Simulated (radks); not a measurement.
Spherical jellium clusters: N electrons in a uniform positive sphere of charge N and radius rs N^(1/3), rs = 4.27 bohr. Method: non-relativistic Kohn-Sham, PBE, spin-polarised, spherical densities; computed with a radial shooting solver with Libxc functionals. Levels are named by radial order and angular momentum (1s, 1p, 1d, 2s, ...), and open shells are averaged over m.

N = 7, configuration 1s2 1p(up 3, down 2). This is the lowest configuration that the search found. Occupied and some empty levels:

| level | occupation | eigenvalue (eV) | <r> (bohr) |
|---|---|---|---|
| 1s up | 1 | -4.1787 | 5.566 |
| 1s down | 1 | -4.0322 | 5.456 |
| 1p up | 3 | -3.0407 | 6.691 |
| 1p down | 2 | -2.8494 | 6.690 |
| 1d up | 0 | -1.6554 | 7.820 |
| 1d down | 0 | -1.4661 | 7.905 |
| 2s up | 0 | -1.1776 | 8.139 |
| 2s down | 0 | -1.1081 | 8.165 |

Energy (eV): total -12.4439, kinetic 10.676, external -191.85, Hartree 94.316, exchange-correlation -23.528, background 97.942.

Electron density:

| r (bohr) | n(r) (e/bohr^3) |
|---|---|
| 0.605 | 0.002270 |
| 1.61 | 0.002656 |
| 2.62 | 0.003222 |
| 3.63 | 0.003683 |
| 4.64 | 0.003748 |
| 5.65 | 0.003271 |
| 6.66 | 0.002374 |
| 7.67 | 0.001400 |
| 8.68 | 0.0006725 |
| 9.69 | 0.0002813 |
| 10.7 | 0.0001105 |
| 11.7 | 0.00004182 |
| 12.7 | 0.00001544 |
